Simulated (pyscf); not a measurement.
## `[CH3][AlH]`, doublet

Gas-phase minimum from PySCF at ωB97X-D3(BJ)/def2-SVP, one conformer. Other isomers of [H₃C–AlH]• were not searched in full and may lie lower. 

```
C
H 1 1.1006
H 1 1.1053 2 108.22
H 1 1.1055 2 108.14 3 115.25
Al 1 1.9699 2 114.74 4 122.10
H 5 1.6092 1 117.35 2 179.71
```
Charge 0, spin multiplicity 2.

Properties at ωB97X-D3(BJ)/def2-SVP:

- Harmonic wavenumbers, unscaled: 124, 460, 529, 630, 763, 1208, 1423, 1435, 1845, 3042, 3132, 3171 cm⁻¹
- Zero-point energy: 25.4 kcal/mol
- Rotational symmetry number: 1
- Entropy of this conformer at 298 K and 1 atm, rigid rotor and harmonic oscillator, modes under 100 cm⁻¹ raised to 100: 269.9 J/(mol K)
- Dipole moment: 0.64 D
- Spin expectation value S2: 0.752

Single-point totals, which compare only within one level (frozen core for MP2 and CC):

| level | total energy (hartree) |
|---|---|
| ωB97X-D3(BJ)/def2-TZVP | -282.95492 |
| PBE/def2-TZVP | -282.70825 |
| r²SCAN/def2-TZVP | -282.85337 |
| B3LYP-D3(BJ)/def2-TZVP | -282.94288 |
| PBE0-D3(BJ)/def2-TZVP | -282.74311 |
| M06-2X/def2-TZVP | -282.86193 |
| ωB97M-D3(BJ)/def2-TZVP | -282.95285 |
| UHF/def2-TZVPP | -282.09541 |
| MP2/def2-TZVPP | -282.33977 |
| CCSD/def2-TZVPP | -282.36783 |
| CCSD(T)/def2-TZVPP | -282.37721 |

Soft torsions are taken as harmonic, which can shift the entropy by several J/(mol K). The CCSD(T) − MP2 part came from Ansatz, without density fitting, on the same reference.
